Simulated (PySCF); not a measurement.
Job file and geometry (Å, from GFN2-xTB) of an NMR shielding run on `[Si@H](OC)(Cl)OCC=O`, C$_{3}$H$_{7}$ClO$_{3}$Si, GIAO PBE0/pcSseg-1 NMR shielding, non-relativistic, gas phase in PySCF; density fitting, a coarse starting grid and PySCF grid level 2 are the driver's defaults:

```
$ OMP_NUM_THREADS=1 python probes_run.py task.json out

{"job": {"kind": "nmr", "xc": "PBE0", "basis": "pcSseg-1"}, "charge": 0, "multiplicity": 1}
C     -2.677148     0.491307     0.833397
O     -1.342984     0.274418     0.459114
Si    -0.728733    -0.614854    -0.744447
Cl    -1.432295    -0.072972    -2.528701
O      0.844410    -0.261830    -0.825499
C      1.786445    -0.202587     0.201977
C      3.079968     0.376447    -0.311318
O      4.068839     0.528051     0.344586
H     -3.126787    -0.434521     1.196579
H     -3.258557     0.858522    -0.014154
H     -2.679789     1.235154     1.629656
H     -0.961444    -2.034373    -0.514688
H      1.979172    -1.205686     0.602641
H      1.418694     0.417027     1.028800
H      3.025794     0.653888    -1.379855
```

**Question.** What does the program print?

**Answer.** 
```
coarse grid: 14104 points
cycle   1  E = -1092.9748475452  dE =  1.294e+00  |g| = 1.110e+00  |ddm| = 3.489e+00
cycle   2  E = -1092.4594957853  dE =  5.154e-01  |g| = 1.990e+00  |ddm| = 2.365e+00
cycle   3  E = -1093.1893358935  dE = -7.298e-01  |g| = 2.429e-01  |ddm| = 1.740e+00
cycle   4  E = -1093.1987732975  dE = -9.437e-03  |g| = 1.091e-01  |ddm| = 2.356e-01
cycle   5  E = -1093.2007530921  dE = -1.980e-03  |g| = 2.072e-02  |ddm| = 8.534e-02
cycle   6  E = -1093.2008369795  dE = -8.389e-05  |g| = 5.706e-03  |ddm| = 2.250e-02
cycle   7  E = -1093.2008431771  dE = -6.198e-06  |g| = 1.510e-03  |ddm| = 5.886e-03
final grid: 128528 points
cycle   8  E = -1093.2773944290  dE = -9.019e-06  |g| = 1.596e-02  |ddm| = 1.968e-02
cycle   9  E = -1093.2773054722  dE =  8.896e-05  |g| = 2.733e-02  |ddm| = 2.495e-02
cycle  10  E = -1093.2774371040  dE = -1.316e-04  |g| = 3.229e-03  |ddm| = 1.741e-02
cycle  11  E = -1093.2774389722  dE = -1.868e-06  |g| = 4.900e-04  |ddm| = 2.274e-03
cycle  12  E = -1093.2774390101  dE = -3.798e-08  |g| = 1.522e-04  |ddm| = 4.731e-04
cycle  13  E = -1093.2774390151  dE = -4.993e-09  |g| = 2.480e-05  |ddm| = 1.349e-04
cycle  14  E = -1093.2774390153  dE = -1.160e-10  |g| = 8.700e-06  |ddm| = 2.799e-05
converged SCF energy = -1093.2774390153

GIAO shielding tensors (ppm)
atom      isotropic    diamagn.    paramagn.     s11        s22        s33       span
  0 C      134.760     239.926    -105.166    108.580    110.635    185.065     76.485
  1 O      293.919     403.109    -109.190    222.892    315.236    343.630    120.738
  2 Si     389.853     882.219    -492.366    364.259    393.845    411.454     47.195
  3 Cl     901.049    1149.943    -248.894    818.504    837.893   1046.749    228.245
  4 O      285.390     399.047    -113.656    252.285    270.713    333.173     80.888
  5 C      116.461     246.822    -130.361    100.992    106.342    142.049     41.057
  6 C      -24.865     249.337    -274.202   -106.641    -41.213     73.259    179.901
  7 O     -366.094     391.847    -757.941  -1035.217   -443.773    380.707   1415.924
  8 H       27.886      27.400       0.486     23.605     25.411     34.642     11.037
  9 H       27.800      27.443       0.357     22.846     26.731     33.822     10.975
 10 H       27.698      27.765      -0.067     23.232     25.418     34.445     11.213
 11 H       26.620      30.392      -3.772     23.044     24.028     32.789      9.744
 12 H       27.438      29.803      -2.365     22.813     26.186     33.315     10.502
 13 H       27.248      31.856      -4.607     21.788     27.009     32.948     11.161
 14 H       21.508      27.468      -5.960     19.018     20.561     24.944      5.926
```

**Question.** Turn these shieldings into chemical shifts. Shifts are taken against calculated references (same method and geometry level): TMS for ¹³C (σref 186.93) and ²⁹Si (σref 349.16) and ¹H (σref 31.72); ¹⁷O (σref 336.08) against H2O; ³⁵Cl (σref 949.78) vs HCl.

**Answer.** Averaging equivalent atoms: C 6: 211.8; C 5: 70.5; C 0: 52.2; O 7: 702.2; O 4: 50.7; O 1: 42.2; Si 2: -40.7; Cl 3: 49; H 14: 10.21; H 11: 5.10; H 13: 4.47; H 12: 4.28; H 8/9/10: 3.92 ppm. Unscaled 17O shifts of doubly bonded oxygen tend to come out too high, by tens of ppm or more. Experimental scales use liquid or dissolved standards, which lie at an offset from isolated H2O (liquid H2O: subtract about 36 ppm).

Size and cost of the density-fitted run: 185 basis functions, 52 s wall time on 1 thread of an Arm Neoverse N1, shared host; peak memory 0.82 GiB.
